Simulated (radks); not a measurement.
Results of a calculation; reference values are marked as such.
Problem. Isoelectronic series with 11 electrons, all held in the configuration [Ne] 3s1, which need not be the ground one along the series. Code: a radial shooting solver on a logarithmic mesh with Libxc functionals. Model: scalar-relativistic Kohn-Sham, LDA (Slater exchange, Perdew-Wang correlation), spin-polarised, spherical densities, finite nucleus; open shells are filled with parallel spins first (spin-orbit coupling, left out, can overturn this in heavy ions); Fermi nuclear charge, rms radius of each element as measured or else 0.836 A^(1/3) + 0.57 fm. Total energies (hartree) and mean radii <r> (bohr) (* marks an orbital that is empty in some or all of the ions):

ion    E (hartree)  3s down*   3s up  2p down
Si3+    -286.70741     1.848   1.833   0.5339
Cl6+    -449.29328     1.269   1.265   0.4017
Ca9+    -649.56057    0.9762  0.9748   0.3224
V12+    -887.75916    0.7955  0.7950   0.2693
Fe15+  -1164.20510    0.6718  0.6716   0.2312
Cu18+  -1479.27387    0.5814  0.5814   0.2025
Ge21+  -1833.39983    0.5122  0.5123   0.1800
Br24+  -2227.07951    0.4576  0.4577   0.1620
Sr27+  -2660.87260    0.4132  0.4133   0.1472
Nb30+  -3135.40574    0.3764  0.3765   0.1348
Ru33+  -3651.37726    0.3453  0.3455   0.1242
Ag36+  -4209.56892    0.3188  0.3189   0.1151
Sn39+  -4810.83778    0.2958  0.2959   0.1072
I42+   -5456.13821    0.2756  0.2757   0.1003
Pr48+   -6883.1592    0.2420  0.2421  0.08867
Sm51+   -7667.2959    0.2277  0.2278  0.08375
Tb54+   -8500.4281    0.2149  0.2149  0.07929
Er57+   -9384.0024    0.2032  0.2033  0.07524
Lu60+  -10319.8348    0.1925  0.1926  0.07155
W63+   -11309.9161    0.1827  0.1827  0.06816

Estimate the row of Ba45+.

Solution. E (hartree) -6146.5231; 3s down* 0.2578; 3s up 0.2579; 2p down 0.09416.
